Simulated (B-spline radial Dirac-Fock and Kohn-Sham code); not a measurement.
Dipole and non-dipole photoemission parameters of I 3p1/2

System: the free iodine atom, [Kr] 4d10 5s2 5p5; threshold 931.0 eV (tabulated edge). The computed values come from a radial B-spline solver: Dirac-Hartree-Slater photoionisation with a Latter tail; cross sections with all multipoles, angular parameters from the dipole term and its interference with E2.

| hν (eV) | σ (kb) | β | γ | δ |
| --- | --- | --- | --- | --- |
| 973 | 112 | 0.354 | -0.196 | 0.181 |
| 1020 | 109 | 0.718 | 0.152 | 0.161 |
| 1090 | 103 | 0.994 | 0.329 | 0.108 |
| 1280 | 85.1 | 1.317 | 0.292 | 0.040 |
| 1810 | 51.4 | 1.553 | 0.018 | 0.004 |
| 2000 | 43.4 | 1.579 | -0.013 | 0.002 |
| 2580 | 27.3 | 1.606 | 0.004 | 0.002 |
| 2984.4 | 20.5 | 1.605 | 0.065 | 0.003 |
| 4000 | 11.0 | 1.575 | 0.269 | 0.008 |
| 4470 | 8.56 | 1.556 | 0.367 | 0.011 |
| 5700 | 4.85 | 1.506 | 0.611 | 0.021 |
| 5820 | 4.61 | 1.501 | 0.634 | 0.022 |
| 6000 | ? | ? | ? | ? |
| 8047.8 | 2.05 | 1.415 | 1.005 | 0.042 |
| 13000 | 0.563 | 1.257 | 1.590 | 0.094 |
| 15000 | 0.375 | 1.204 | 1.764 | 0.116 |

Problem. Give the values at 6000 eV.

Solution. σ = 4.28 kb, β = 1.494, γ = 0.667, δ = 0.023.
